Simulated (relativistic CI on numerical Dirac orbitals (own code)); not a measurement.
# Calculated levels, La

Computed by Dirac-Coulomb-Breit CI, KLI orbitals optimised for each configuration, model QED (radiative potential, 1s self-energy scaled to tabulated hydrogen-like ionisation energies), valence Slater integrals scaled by 0.85, P86 correlation energy added to each configuration (own radial code, finite nucleus).

Configurations in the expansion (outside the closed core [Xe]): 5d6s², 5d²6s, 5d³, 5d6s6p, 6s²4f, 6s²6p, 5d²6p, 5d6s4f, 5d6s6d, 5d6s6f, 5d²6d, 5d6s6g, 6s²7p, 6s²5f, 6s6p7s, 5d6s7s, 6s²8s, 5d²7s, 6s²5g, 5d4f5g, 6s²7d, 6s6p6d, 5d²5f, 5d6s7p, 5d6p7s, 5d4f6g, 6s4f5g, 6s²6f, 5d6p², 4f6p², 6p³, 6s4f6p, 4f²6p, 4f6p6d, 6s6p², 6p²6d, 6s4f5f, 4f5f6p, 4f5f6d, 5d4f6f, 4f²6f, 4f6p6f, 5d5f², 4f5f², 5f²6p, 5d4f6p, 6s4f6f, 4f6d6f. Double excitations out of closed p, d and f shells are left out; levels of such configurations are missing from the list, as are those of other unlisted configurations, and high levels can miss mixing partners. These lack a partner that the ground configuration has and come out too high: 6s²7p, 6s²5f, 6s²8s, 6s²5g, 6s²7d.

The lowest level is 5d6s² ²D3/2, with 77 % of that term; Hund's rules for 5d6s² give ²D with J = 3/2, in agreement.

| No. | Configuration | Term | J | E (eV) | % | Next component (%) | Lifetime (s) |
| --- | --- | --- | --- | --- | --- | --- | --- |
| 1 | 5d6s² | ²D | 3/2 | 0.0000 | 77 | 13 5d²6s ²D |  |
| 2 | 5d6s² | ²D | 5/2 | 0.1043 | 74 | 16 5d²6s ²D | 1.55e+02 |
| 3 | 5d²6s | ⁴F | 3/2 | 0.2999 | 97 | 2 5d4f6p ⁴F |  |
| 4 | 5d²6s | ⁴F | 5/2 | 0.3293 | 97 | 2 5d4f6p ⁴F | 8.56e+02 |
| 5 | 5d²6s | ⁴F | 7/2 | 0.3714 | 97 | 2 5d4f6p ⁴F | 3.05e+02 |
| 6 | 5d²6s | ⁴F | 9/2 | 0.4272 | 97 | 2 5d4f6p ⁴F | 4.07e+02 |
| 7 | 5d²6s | ²F | 5/2 | 0.8914 | 84 | 4 5d6p² ²F |  |
| 8 | 5d²6s | ⁴P | 1/2 | 0.9156 | 95 | 2 6s6p² ⁴P | 4.39e+01 |
| 9 | 5d²6s | ⁴P | 3/2 | 0.9367 | 95 | 2 6s6p² ⁴P | 3.95e+01 |
| 10 | 5d²6s | ⁴P | 5/2 | 0.9599 | 89 | 4 ²D | 2.99e+01 |
| 11 | 5d²6s | ²F | 7/2 | 0.9931 | 86 | 4 5d6p² ²F |  |
| 12 | 5d²6s | ²D | 3/2 | 1.1021 | 53 | 19 ²P |  |
| 13 | 5d²6s | ²P | 1/2 | 1.1452 | 66 | 30 5d³ ²P |  |
| 14 | 5d²6s | ²D | 5/2 | 1.1678 | 66 | 13 5d6s² ²D |  |
| 15 | 5d²6s | ²P | 3/2 | 1.2067 | 47 | 22 5d³ ²P |  |
| 16 | 5d²6s | ²G | 9/2 | 1.2887 | 86 | 10 5d³ ²G |  |
| 17 | 5d²6s | ²G | 7/2 | 1.2936 | 84 | 11 5d³ ²G |  |
| 18 | 5d6s6p | ⁴F° | 3/2 | 1.4526 | 72 | 18 ²D° | 3.90e-07 |
| 19 | 5d6s6p | ⁴F° | 5/2 | 1.5025 | 51 | 31 ²D° | 3.06e-07 |
| 20 | 5d³ | ⁴F | 3/2 | 1.5678 | 97 | 1 5d6p² ⁴F |  |
| 21 | 5d6s6p | ⁴D° | 1/2 | 1.5713 | 50 | 24 6s²6p ²P° | 2.13e-07 |
| 22 | 5d³ | ⁴F | 5/2 | 1.5950 | 97 | 1 5d6p² ⁴F |  |
| 23 | 5d6s6p | ⁴F° | 5/2 | 1.6227 | 43 | 41 ²D° | 3.12e-07 |
| 24 | 5d6s6p | ⁴D° | 3/2 | 1.6230 | 35 | 30 ²D° | 2.09e-07 |
| 25 | 5d³ | ⁴F | 7/2 | 1.6321 | 97 | 1 5d6p² ⁴F |  |
| 26 | 5d6s6p | ⁴F° | 7/2 | 1.6404 | 90 | 4 ⁴D° | 3.89e-07 |
| 27 | 5d6s6p | ⁴D° | 3/2 | 1.6559 | 44 | 31 ²D° | 1.50e-07 |
| 28 | 5d³ | ⁴F | 9/2 | 1.6779 | 97 | 1 5d6p² ⁴F |  |
| 29 | 5d6s6p | ⁴D° | 1/2 | 1.6949 | 41 | 33 6s²6p ²P° | 2.12e-07 |
| 30 | 5d6s6p | ⁴D° | 5/2 | 1.7068 | 85 | 6 5d²6p ⁴D° | 1.24e-07 |

Energies count from the lowest computed level; ° marks odd parity; lifetimes are radiative, by E1, M1, E2 decay to levels of this space only; some are left blank where a channel outside the calculation adds to the decay or the decay crosses a small, uncertain gap.

The mean weight of the leading LS term, summed over parents, in these 30 levels is 76 %, and that of the leading jj configuration (from the same eigenvectors) 59 %, so LS coupling describes them better.

For a near-neutral ion this model can misplace configurations by up to about 10,000 cm⁻¹ (more where the count of f electrons changes) and terms by 10 to 25 % of their spread. Rates follow the energies as ν³ (E1, M1) or ν⁵ (E2), so they and the lifetimes can be off by large factors. The fine structure of a lone outer electron comes out too small, for d and f at times inverted, and misplaced configurations move strength between like terms. 49 of the 68 excited levels that our extract of the measured tables holds in this range could be paired (the sources list more); they are missed by 1432 cm⁻¹ on average and 8922 at most, and levels without a partner can miss by more.

LS names give the leading component of a level, which can be under half, so a name can repeat, a term be missing and a line seem to break the LS rules.
